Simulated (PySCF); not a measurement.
C₈H₇Br.
Numbering: `[Br:1][C:2]1=[CH:3]/[CH:4]=[CH:5]\[CH:6]=[CH:7]/[CH:8]=[CH:9]\1` (hydrogens: H10 on C3; H11 on C4; H12 on C5; H13 on C6; H14 on C7; H15 on C8; H16 on C9)

Method: PBE0-D3(BJ)/def2-SVP geometry optimisation, gas phase (PySCF); density fitting, grid level 2; the optimiser is geomeTRIC in internal coordinates, started from a GFN2-xTB structure.

Step 0: E = -78421.9609 eV
```
atom  x, y, z in Å  |  force x, y, z in eV/Å
Br1     2.7947    0.0505    0.5768   -0.280   0.031  -0.179
C2      1.1370    0.2411   -0.3908    0.751  -0.491   0.260
C3      0.4901    1.3964   -0.3338   -0.488   0.365  -0.137
C4     -0.7463    1.6758   -1.0680    0.621   0.055   0.106
C5     -1.8762    0.9877   -0.9546   -0.358  -0.469   0.212
C6     -2.0975   -0.1673   -0.0804   -0.106   0.597  -0.189
C7     -1.4285   -1.3147   -0.1101    0.470  -0.392  -0.188
C8     -0.3323   -1.6414   -1.0233   -0.581  -0.012   0.241
C9      0.7931   -0.9506   -1.1650    0.429   0.398   0.138
H10     0.8982    2.2229    0.2342    0.299   0.282   0.256
H11    -0.7110    2.5623   -1.6899   -0.132   0.400  -0.300
H12    -2.7581    1.3241   -1.4878   -0.332   0.262  -0.268
H13    -2.9428   -0.0638    0.5903   -0.378  -0.094   0.323
H14    -1.7382   -2.1304    0.5329   -0.251  -0.291   0.319
H15    -0.4639   -2.5577   -1.5866    0.069  -0.415  -0.288
H16     1.5750   -1.3049   -1.8260    0.266  -0.225  -0.306
```

Step 1: E = -78422.0335 eV
```
atom  x, y, z in Å  |  force x, y, z in eV/Å
Br1     2.8738    0.1278    0.4554    0.129  -0.033   0.114
C2      1.1812    0.2475   -0.3927   -0.115   0.105  -0.100
C3      0.5142    1.4106   -0.3429    0.091  -0.026   0.105
C4     -0.7469    1.6927   -1.0320   -0.076   0.069  -0.091
C5     -1.8970    1.0074   -0.9301   -0.015   0.072  -0.074
C6     -2.1470   -0.1794   -0.1091   -0.044  -0.068   0.083
C7     -1.4635   -1.3356   -0.1298   -0.073   0.008   0.090
C8     -0.3242   -1.6602   -0.9900    0.060  -0.087  -0.075
C9      0.8215   -0.9742   -1.1198    0.009  -0.031  -0.068
H10     0.9778    2.2458    0.1975   -0.022  -0.035  -0.063
H11    -0.7517    2.6105   -1.6370   -0.006  -0.050   0.046
H12    -2.7715    1.4088   -1.4607    0.040  -0.015   0.043
H13    -3.0373   -0.1295    0.5332    0.041  -0.008  -0.044
H14    -1.8370   -2.1587    0.4944    0.019   0.034  -0.039
H15    -0.4057   -2.6032   -1.5491    0.001   0.052   0.037
H16     1.6071   -1.3803   -1.7696   -0.041   0.014   0.036
```

Question: Estimate the geometry and energy of step 2. (The exact step hangs on the optimiser's Hessian estimate; all steps are aligned on step 1, rigid shifts and turns removed.)

Answer: E = -78422.0364 eV, largest force 0.098 eV/Å
```
atom  x, y, z in Å  |  force x, y, z in eV/Å
Br1     2.8588    0.1076    0.4948   -0.029   0.015  -0.007
C2      1.1810    0.2491   -0.3995   -0.070   0.005  -0.018
C3      0.5128    1.4109   -0.3530    0.092   0.006   0.033
C4     -0.7507    1.6970   -1.0409    0.015  -0.035  -0.019
C5     -1.8986    1.0101   -0.9288   -0.012   0.010  -0.010
C6     -2.1418   -0.1782   -0.1045    0.008  -0.002  -0.003
C7     -1.4574   -1.3333   -0.1293   -0.015  -0.004   0.005
C8     -0.3218   -1.6604   -0.9966    0.022  -0.002   0.011
C9      0.8230   -0.9735   -1.1286    0.008  -0.006   0.002
H10     0.9766    2.2466    0.1827   -0.003   0.009   0.003
H11    -0.7597    2.6154   -1.6415   -0.003  -0.006   0.010
H12    -2.7779    1.4117   -1.4479   -0.006   0.002   0.010
H13    -3.0284   -0.1304    0.5402   -0.001   0.001  -0.007
H14    -1.8276   -2.1563    0.4943    0.002  -0.004  -0.003
H15    -0.4049   -2.6035   -1.5517   -0.003   0.003   0.007
H16     1.6100   -1.3828   -1.7718   -0.003   0.009  -0.013
```

The energy changes by -0.0028 eV. The first-order estimate −F·Δx gives -0.0061 eV and the mean of the old and new forces, exact on a quadratic surface, -0.0028 eV. The step makes an angle of 76° with the force vector and moves no atom by more than 0.047 Å.

What follows is the cost of the whole optimisation. The run took 84 s on an Arm Neoverse V2 with one thread (shared host), and the process peaked at 0.85 GiB of memory.
